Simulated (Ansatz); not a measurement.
Geometry optimisation, Ansatz 0.2.0, RKS PBE0/def2-SVPD.

Input file:

```yaml
crystal:
  periodic: [false, false, false]
  atoms:
    - { symbol: Sn, position_ang: [0.0, 0.0, 0.0] }
    - { symbol: Cl, position_ang: [0.0, 0.0, 2.41] }
    - { symbol: H, position_ang: [1.6408, 0.0, -0.5794] }
    - { symbol: H, position_ang: [-0.8195, 1.4198, -0.5794] }
    - { symbol: H, position_ang: [-0.8195, -1.4198, -0.5794] }
basis:
  gaussian: { orbitals: def2-SVPD }
hamiltonian:
  xc: pbe0
relax:
  f_tol: 0.02
  max_steps: 40
output:
  orbitals: {}
```

Run as:

```bash
$ ansatz run input.yaml --threads 1 --pin off --max-ram 2048MiB --backend cpu --events-out ev --progress --plain --runs-dir out
```

Question: Where does it end, and by what steps?

Answer: The forces met the threshold. After 4 steps the energy has fallen by 0.072 eV; Cl2 moved furthest, 0.10 Å.

| step | energy less start (eV) | largest force component (eV/Å) | accepted |
| --- | --- | --- | --- |
| 0 | 0.0000 | 0.613 | yes |
| 1 | -0.0231 | 0.567 | yes |
| 2 | -0.0715 | 0.035 | yes |
| 3 | -0.0716 | 0.075 | yes |
| 4 | -0.0718 | 0.003 | yes |

```xyz
5
Properties=species:S:1:pos:R:3
Sn 0.000 0.000 -0.067
Cl 0.000 0.000 2.307
H 1.643 0.000 -0.522
H -0.821 1.423 -0.523
H -0.821 -1.423 -0.523
```

Whether the end is a true minimum wasn't checked by a vibrational analysis.

The run took 22 s on 1 thread of Arm Neoverse V1, on a shared host, peak memory 0.16 GiB.
